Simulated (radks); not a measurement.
Results of a calculation; reference values are marked as such.
Ionisation of Sm, [Xe] 4f6 6s2, to Sm+, [Xe] 4f6 6s1, under several functionals. Scalar-relativistic Kohn-Sham, spin-polarised, spherical densities, finite nucleus; open shells are filled with parallel spins first (spin-orbit coupling, left out, can overturn this in heavy ions); a radial shooting solver on a logarithmic mesh with Libxc functionals. Known Delta-SCF values: LDA (Slater exchange, Perdew-Wang correlation) 5.780 eV; BLYP 5.594 eV; SOGGA 5.422 eV. What does TASK exchange with Perdew-Wang LDA correlation give, and what is its highest occupied eigenvalue?

Answer. 4.803 eV by Delta-SCF; the 6s eigenvalue is -3.516 eV. NIST: 5.644 eV (measured).
